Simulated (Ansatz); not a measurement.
Basis sets compared for K3Sn3I9. Charge 0, multiplicity 1. Geometry r2SCAN-D4/def2-SVP, loosely relaxed. Ansatz on 2 threads of AMD EPYC 7R13 on a shared host and a share (18 GiB) of an NVIDIA H100 80GB HBM3; times are rough, and most runs start from earlier orbitals.

Cartesian coordinates in Å:
```
K 1.8360 1.8914 1.0550
K 0.7232 -2.6736 -1.0397
K -2.8806 -3.9950 0.9516
Sn -2.4427 0.6683 -0.9947
Sn -0.0967 3.7920 -2.3709
Sn 1.8295 -1.8877 3.0598
I 3.4408 -1.3213 0.6683
I -2.7489 -2.1433 -2.0055
I 0.1848 -5.1014 1.1886
I 2.5218 0.6430 4.2759
I -3.4599 2.1037 -3.2142
I -0.6556 -0.7998 1.8529
I 0.3628 0.7767 -2.2055
I 2.5899 4.3045 -1.5194
I -1.2045 3.7427 0.2978
```

In the def2 sets I, Sn take a core potential; there is no spin–orbit coupling. Single mean-field runs in def2-TZVP are fitted with def2-universal-jkfit. The geometry of the charge 0 singlet is only loosely relaxed. Another isomer (singlet) lies 0.14 eV lower at PBE0-D4/def2-TZVP; other spin states weren't run for this one.

Binding counts from free atoms (K doublet, Sn triplet, I doublet) in the same basis, without a counterpoise term.

```
           level  functions  energy (Eh)  HOMO (eV)  LUMO (eV)  binding per atom (eV)  wall time
 PBE-D4/def2-SVP        384   -5121.8411      -5.39      -3.06                   2.48        4 s
PBE0-D4/def2-SVP        384   -5122.2466      -6.43      -2.52                   2.43        9 s
```

Problem. Estimate the rows for PBE-D4/def2-TZVP (with forces), PBE0-D4/def2-TZVP.

Solution. 
```csv
level,functions,energy (Eh),HOMO (eV),LUMO (eV),binding per atom (eV),wall time
PBE-D4/def2-TZVP (with forces),699,-5122.1755,-5.46,-3.03,2.48,8 s
PBE0-D4/def2-TZVP,699,-5122.5702,-6.45,-2.45,2.43,8.1 s
```
